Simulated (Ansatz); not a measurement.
A made-up structure of SiNH2Te (charge -1), singlet:

```
atom    x (Å)    y (Å)    z (Å)
  N1   0.9369  -1.1008   0.2689
 Si2   0.0812   0.2291  -0.2737
 Te3  -0.8105  -1.0503   1.6000
  H4  -1.6651  -1.5078   2.9843
  H5   0.4963   1.6578  -0.0362
```

It is relaxed with PBE-D4/def2-SVPD and then PBE0-D4/def2-TZVPD (Ansatz 0.2.0). Atoms count as bonded within 1.22 times the sum of their covalent radii (H–H: 0.88 Å). The end point is not checked to be a true minimum.

Question: Does its bonding change? (A judgement: the text doesn't fix the answer.)

Answer: The calculation gives: Yes. Formed: none; broken: Si2–Te3.

Where it ends: The first stage lowers the energy by 3.02 eV in 15 steps. It ends as SiNH₂Te ([SiH][N][TeH]), total charge -1:
N1  (0.358, -1.160, 0.116)
Si2  (0.673, 0.405, -0.337)
Te3  (-0.700, -1.867, 1.639)
H4  (-1.216, -0.443, 2.384)
H5  (-0.076, 1.293, 0.742)
(Å)

Labels in which every atom is bracketed show which atoms are joined, not bond orders.

For scale, one of the runs: PBE0-D4/def2-TZVPD relaxation, 157 basis functions, launched by `ansatz run in.yaml --threads 2 --pin off --events-out ev --progress --plain --max-ram 4352MiB`. Hardware: 2 CPU threads of an Arm Neoverse N1, shared host. Wall time about 44 s.
